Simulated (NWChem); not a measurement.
Molecule: C3H7FSi; SMILES C/C([SiH3])=C/F

```xyz
12

C     -1.8518    -0.8366     0.0000
C     -0.5486    -0.0895     0.0000
Si     1.1007    -1.0041     0.0000
C     -0.5322     1.2431     0.0000
F      0.6104     1.9356     0.0000
H     -2.7169    -0.1550     0.0000
H     -1.9389    -1.4906     0.8832
H     -1.9389    -1.4906    -0.8832
H      1.9078    -0.6752    -1.2132
H      1.9078    -0.6752     1.2132
H      0.8135    -2.4715     0.0000
H     -1.4096     1.9008     0.0000
```
Atoms are numbered in this order, from 1.

Computed with NWChem. Pople sets run with spherical d functions. The geometry was optimised at PBE0/def2-SVP. No frequency run checked for a minimum. GIAO values for the isolated, static molecule; σ is the absolute isotropic shielding, δ = σ(reference) − σ with the isolated reference molecule computed at the same levels (13C: tetramethylsilane, 19F: trichlorofluoromethane, 1H: tetramethylsilane, 29Si: tetramethylsilane).

**Question.** Estimate the computed values for B3LYP/6-31G*. Quantities: δ C1 (ppm); δ C2 (ppm); δ Si3 (ppm); δ C4 (ppm); δ F5 (ppm); δ H9 (rotor mean) (ppm); δ H12 (ppm).

**Answer.** 
| Item | Value |
|---|---|
| δ C1 (ppm) | 17.2 |
| δ C2 (ppm) | 99.0 |
| δ Si3 (ppm) | -45.2 |
| δ C4 (ppm) | 147.9 |
| δ F5 (ppm) | -95.3 |
| δ H9 (rotor mean) (ppm) | 4.25 |
| δ H12 (ppm) | 6.69 |
